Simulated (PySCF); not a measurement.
Positional isomers: norbornane formyl+boryl. Isolated molecules, 0 K electronic values unless said otherwise. One relaxed conformer stands for each flexible species; it need not be the lowest. Strings in code marks are SMILES.

Level of theory: PBE-D3(BJ)/def2-TZVP // PBE0-D4/def2-SVP (PySCF 2.14.0). Excitations are Tamm–Dancoff values on a coarser integration grid. The basis has no diffuse functions, so Rydberg states are missing or too high.

```csv
species,HOMO–LUMO gap (eV),HOMO (eV),S1–T1 gap (TDA) (eV),S1 excitation (TDA) (eV)
`C([C@@H]1[C@]2(B)CC[C@H]1CC2)=O`,3.34,-5.79,0.10,?
`B[C@@]12CC[C@@H](C[C@@H]1C=O)C2`,3.44,-5.85,0.23,?
`B[C@@H]1C[C@@]2(C=O)CC[C@@H]1C2`,?,?,0.03,3.22
`B[C@@H]1C[C@H]2C[C@@H]1[C@H](C=O)C2`,3.25,-5.83,0.12,3.29
```

### Question
Complete the blanks.

### Answer

- `C([C@@H]1[C@]2(B)CC[C@H]1CC2)=O`, S1 excitation (TDA) (eV): 3.40
- `B[C@@]12CC[C@@H](C[C@@H]1C=O)C2`, S1 excitation (TDA) (eV): 3.56
- `B[C@@H]1C[C@@]2(C=O)CC[C@@H]1C2`, HOMO–LUMO gap (eV): 3.21
- `B[C@@H]1C[C@@]2(C=O)CC[C@@H]1C2`, HOMO (eV): -5.74
